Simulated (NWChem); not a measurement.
System: C₃H₄OSi; SMILES C#C[SiH2]C=O

```xyz
9

C      0.6261    -2.7384    -0.0122
C      0.0610    -1.6602    -0.0043
Si    -0.7240    -0.0051     0.0059
C      0.6373     1.3730     0.0299
O      0.3133     2.5319    -0.0218
H      1.1196    -3.6947    -0.0194
H     -1.5651     0.1622     1.2255
H     -1.5550     0.1874    -1.2159
H      1.7233     1.0837     0.0968
```
Atoms are numbered in this order, from 1.

Results from NWChem. STO-3G and 3-21G are far too small for this property and stand as cheap habits. Geometry: optimised at PBE0/def2-SVP. GIAO values for the isolated, static molecule; σ is the absolute isotropic shielding, δ = σ(reference) − σ with the isolated reference molecule computed at the same levels (13C: tetramethylsilane, 1H: tetramethylsilane, 17O: water, 29Si: tetramethylsilane).

| level | δ C1 (ppm) | δ C2 (ppm) | δ Si3 (ppm) | δ C4 (ppm) | δ O5 (ppm) | δ H7 (ppm) | δ H9 (ppm) | relative time |
|---|---|---|---|---|---|---|---|---|
| PBE/pcSseg-1 | 102.3 | 80.0 | -101.8 | 240.4 | 934.6 | 4.24 | 12.24 | 10 |
| PBE0/pcSseg-1 | 106.3 | 82.1 | -93.3 | 241.0 | 956.0 | 4.17 | 11.96 | 20 |
| Hartree-Fock/STO-3G | 93.4 | 71.0 | -69.6 | 172.8 | 827.9 | 2.43 | 12.16 | 1 |
| LDA (Slater exchange, VWN5)/pcSseg-1 | 109.2 | 86.5 | -104.4 | 256.1 | 991.8 | 4.42 | 12.49 | 8 |

Times are rough ratios from one shared machine.
